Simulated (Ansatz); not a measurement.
C4H5Cl (SMILES C#CCCCl), singlet, geometry from GFN2-xTB; HF/def2-TZVP in Ansatz (an electronic-structure program).

Here is a job for Ansatz.
Ansatz 0.2 input:
```yaml
crystal:
  periodic: [false, false, false]
  atoms:
    - {symbol: C, position_ang: [2.45970030, -0.11760514, -0.46611344]}
    - {symbol: C, position_ang: [1.49067688, -0.50157404, 0.12014913]}
    - {symbol: C, position_ang: [0.29495069, -0.95352044, 0.80425836]}
    - {symbol: C, position_ang: [-0.95829193, -0.69328378, -0.02450171]}
    - {symbol: Cl, position_ang: [-1.23068735, 1.06215745, -0.22548262]}
    - {symbol: H, position_ang: [3.31658089, 0.21855908, -0.96864659]}
    - {symbol: H, position_ang: [0.21653587, -0.44032318, 1.76648612]}
    - {symbol: H, position_ang: [0.37200966, -2.02964283, 0.98968603]}
    - {symbol: H, position_ang: [-0.86264310, -1.11362545, -1.02563830]}
    - {symbol: H, position_ang: [-1.84301406, -1.09574401, 0.46856320]}
basis:
  gaussian:
    orbitals: def2-TZVP
hamiltonian:
  xc: hf
```

Output, abridged:

```
Functional definition: HF
1474 factors; their error is unknown
mean field evaluation 1: about -16701.7402 eV, gradient 3.0e1 eV
mean field evaluation 2: about -16704.1747 eV, gradient 9.5e0 eV
mean field evaluation 4: about -16704.4635 eV, gradient 9.3e-1 eV
mean field evaluation 8: about -16704.6871 eV, gradient 9.3e-2 eV
mean field -16704.68712871 eV, -613.8859291364 hartree, gradient 2.9e-5 eV, S^2 0.000000; 0 other end points of the search recorded, 0 dependent functions left out
reference -16704.68712871 eV, -613.8859291364 hartree; 23, 23 occupied and 168, 168 virtual orbitals, 1474 factors
Total energy: -16704.68712871 eV, -613.8859291364 hartree
```
